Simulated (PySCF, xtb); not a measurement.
C4H4N, SMILES C1=C[N]C=C1 (connectivity only; charge and spin as stated), charge -1, multiplicity 1.

Harmonic wavenumbers (cm⁻¹) from GFN2-xTB in xtb at its own minimum, in rising order: 578, 626, 759, 764, 773, 791, 856, 870, 1063, 1070, 1115, 1202, 1241, 1337, 1413, 1486, 1487, 2950, 2957, 2967, 3002.

Question: What does PySCF with PBE-D3(BJ)/def2-SVPD give at its own minimum? (Estimate from the structure and the level; the computed values follow.)

Answer: 607, 627, 660, 663, 727, 749, 841, 858, 977, 988, 1068, 1162, 1191, 1288, 1372, 1417, 1422, 3048, 3054, 3080, 3102. Paired by order, the mean absolute difference is 61 cm⁻¹ and the zero-point energies are 41.9 and 41.3 kcal/mol.
